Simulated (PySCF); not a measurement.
SMILES F[SiH2]C(C)(C)C, GFN2-xTB optimised geometry.

```
17

C      1.71    -0.37     0.00
C      0.18    -0.37     0.00
C     -0.32    -1.11     1.25
C     -0.32    -1.12    -1.24
Si    -0.49     1.42     0.00
F     -2.10     1.35     0.02
H      2.10     0.13     0.88
H      2.09    -1.39     0.00
H      2.10     0.14    -0.88
H      0.04    -2.14     1.24
H      0.05    -0.64     2.15
H     -1.40    -1.13     1.28
H     -1.40    -1.13    -1.28
H      0.05    -0.64    -2.15
H      0.04    -2.15    -1.24
H     -0.14     2.15     1.21
H     -0.17     2.13    -1.23
```

Density from B3LYP/def2-SVP run with PySCF at that geometry.

Minimum of the electron density along straight lines between bonded atoms, close to the bond critical point (lines longer than 1.1 times the sum of covalent radii, or with two minima, are not listed):

| bond | length / Å | ρ at the minimum / e bohr⁻³ | ∇²ρ there / e bohr⁻⁵ | position (fraction from the first atom) |
|---|---|---|---|---|
| C1–C2 | 1.531 | 0.242 | -0.54 | 0.51 |
| C2–C3 | 1.532 | 0.241 | -0.54 | 0.50 |
| C2–C4 | 1.532 | 0.241 | -0.54 | 0.50 |
| C2–Si5 | 1.913 | 0.116 | 0.27 | 0.62 |
| Si5–F6 | 1.614 | 0.117 | 1.06 | 0.42 |
| C1–H7 | 1.088 | 0.277 | -1.01 | 0.62 |
| C1–H8 | 1.090 | 0.276 | -1.00 | 0.62 |
| C1–H9 | 1.088 | 0.277 | -1.01 | 0.62 |
| C3–H10 | 1.090 | 0.275 | -1.00 | 0.62 |
| C3–H11 | 1.088 | 0.277 | -1.01 | 0.62 |
| C3–H12 | 1.088 | 0.278 | -1.02 | 0.63 |
| C4–H13 | 1.088 | 0.278 | -1.02 | 0.63 |
| C4–H14 | 1.088 | 0.277 | -1.01 | 0.62 |
| C4–H15 | 1.090 | 0.275 | -1.00 | 0.62 |
| Si5–H16 | 1.456 | 0.121 | 0.34 | 0.49 |
| Si5–H17 | 1.456 | 0.121 | 0.34 | 0.49 |
